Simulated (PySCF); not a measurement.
Species: C₇H₁₂NP.
Bonds: C1–C2 (double), C2–C3, C3–P4, P4–C5, P4–C6, C6–C7, C7–C8, C8–N9 (triple). Hydrogens: H10, H11 on C1; H12 on C2; H13, H14 on C3; H15, H16, H17 on C5; H18, H19 on C6; H20, H21 on C7.

The same species was optimised twice, with GFN2-xTB and with PBE0-D3(BJ)/def2-SVP (PySCF), and the same property calculations (PySCF, gas phase) were run on both structures.

```json
{"coordinate": "C7–C8 (Å)", "GFN2-xTB": "1.440", "PBE0-D3(BJ)/def2-SVP": "1.458", "change": "+0.018"}
{"coordinate": "C1=C2 (Å)", "GFN2-xTB": "1.321", "PBE0-D3(BJ)/def2-SVP": "1.335", "change": "+0.014"}
{"coordinate": "C8≡N9 (Å)", "GFN2-xTB": "1.143", "PBE0-D3(BJ)/def2-SVP": "1.157", "change": "+0.014"}
{"coordinate": "P4–C6 (Å)", "GFN2-xTB": "1.868", "PBE0-D3(BJ)/def2-SVP": "1.860", "change": "-0.008"}
{"coordinate": "C3–P4 (Å)", "GFN2-xTB": "1.873", "PBE0-D3(BJ)/def2-SVP": "1.868", "change": "-0.005"}
{"coordinate": "C2–C3 (Å)", "GFN2-xTB": "1.488", "PBE0-D3(BJ)/def2-SVP": "1.492", "change": "+0.004"}
{"coordinate": "P4–C5 (Å)", "GFN2-xTB": "1.853", "PBE0-D3(BJ)/def2-SVP": "1.849", "change": "-0.004"}
{"coordinate": "C6–C7 (Å)", "GFN2-xTB": "1.532", "PBE0-D3(BJ)/def2-SVP": "1.530", "change": "-0.002"}
{"coordinate": "C6–C7–C8 (°)", "GFN2-xTB": "110.3", "PBE0-D3(BJ)/def2-SVP": "112.7", "change": "+2.4"}
{"coordinate": "C3–P4–C5 (°)", "GFN2-xTB": "97.3", "PBE0-D3(BJ)/def2-SVP": "99.0", "change": "+1.7"}
{"coordinate": "C3–P4–C6 (°)", "GFN2-xTB": "96.6", "PBE0-D3(BJ)/def2-SVP": "98.1", "change": "+1.5"}
{"coordinate": "C5–P4–C6 (°)", "GFN2-xTB": "98.6", "PBE0-D3(BJ)/def2-SVP": "99.9", "change": "+1.3"}
{"coordinate": "P4–C6–C7 (°)", "GFN2-xTB": "111.0", "PBE0-D3(BJ)/def2-SVP": "112.0", "change": "+1.0"}
{"coordinate": "C2–C3–P4 (°)", "GFN2-xTB": "110.6", "PBE0-D3(BJ)/def2-SVP": "111.5", "change": "+0.9"}
{"coordinate": "C1–C2–C3 (°)", "GFN2-xTB": "124.3", "PBE0-D3(BJ)/def2-SVP": "125.1", "change": "+0.8"}
{"coordinate": "C7–C8–N9 (°)", "GFN2-xTB": "178.2", "PBE0-D3(BJ)/def2-SVP": "178.9", "change": "+0.7"}
{"coordinate": "C1–C2–C3–P4 (°)", "GFN2-xTB": "-112", "PBE0-D3(BJ)/def2-SVP": "-113", "change": "-1"}
{"coordinate": "C2–C3–P4–C5 (°)", "GFN2-xTB": "174", "PBE0-D3(BJ)/def2-SVP": "176", "change": "+2"}
{"coordinate": "C3–P4–C6–C7 (°)", "GFN2-xTB": "-179", "PBE0-D3(BJ)/def2-SVP": "-177", "change": "+2"}
{"coordinate": "P4–C6–C7–C8 (°)", "GFN2-xTB": "-179", "PBE0-D3(BJ)/def2-SVP": "180", "change": "-1"}
```

Rotational constants: A = 1759, B = 769.1, C = 579.1 MHz (GFN2-xTB) against A = 1742, B = 745.9, C = 561.7 MHz (PBE0-D3(BJ)/def2-SVP). Point groups within 0.08 Å: C1 and C1. Atoms that the bonding makes alike are paired by their places after alignment.

On the GFN2-xTB structure: HOMO (eV) -7.06 [PBE0/pcSseg-1]; LUMO (eV) -0.04 [PBE0/pcSseg-1]; dipole (D) 4.00 [PBE0/pcSseg-1]; GIAO shielding of C1 (ppm) 62.9 [PBE0/pcSseg-1]; GIAO shielding of C2 (ppm) 44.3 [PBE0/pcSseg-1]; GIAO shielding of C3 (ppm) 141.9 [PBE0/pcSseg-1]; GIAO shielding of P4 (ppm) 379.4 [PBE0/pcSseg-1]; GIAO shielding of C5 (ppm) 170.6 [PBE0/pcSseg-1]; GIAO shielding of C6 (ppm) 153.1 [PBE0/pcSseg-1]; GIAO shielding of C7 (ppm) 172.4 [PBE0/pcSseg-1]; GIAO shielding of C8 (ppm) 62.5 [PBE0/pcSseg-1].

Q: What do these properties become on the PBE0-D3(BJ)/def2-SVP structure?

A: 
```csv
property,level,on GFN2-xTB,on PBE0-D3(BJ)/def2-SVP,change
HOMO (eV),PBE0/pcSseg-1,-7.06,-6.97,+0.09
LUMO (eV),PBE0/pcSseg-1,-0.04,-0.12,-0.08
dipole (D),PBE0/pcSseg-1,4.00,4.12,+0.12
"energy, GFN2-xTB geometry as zero (kcal/mol)",PBE0/pcSseg-1,0.0,-1.0,-1.0
GIAO shielding of C1 (ppm),PBE0/pcSseg-1,62.9,58.7,-4.2
GIAO shielding of C2 (ppm),PBE0/pcSseg-1,44.3,41.5,-2.8
GIAO shielding of C3 (ppm),PBE0/pcSseg-1,141.9,142.6,+0.7
GIAO shielding of P4 (ppm),PBE0/pcSseg-1,379.4,373.6,-5.8
GIAO shielding of C5 (ppm),PBE0/pcSseg-1,170.6,169.9,-0.7
GIAO shielding of C6 (ppm),PBE0/pcSseg-1,153.1,155.1,+2.0
GIAO shielding of C7 (ppm),PBE0/pcSseg-1,172.4,169.4,-3.0
GIAO shielding of C8 (ppm),PBE0/pcSseg-1,62.5,60.0,-2.5
```

The heavy atoms differ by 0.053 Å rms after alignment. Among bonds between heavy atoms C7–C8 changes most (+0.018 Å). Changes are differences of the printed values. Neither structure is proved a minimum here.

Conformer computed: `[CH2:1]=[CH:2][CH2:3][P:4]([CH3:5])[CH2:6][CH2:7][C:8]#[N:9]`: C1–C2–C3–P4 -113°, C2–C3–P4–C5 176°, C3–P4–C6–C7 -177°, P4–C6–C7–C8 180°.
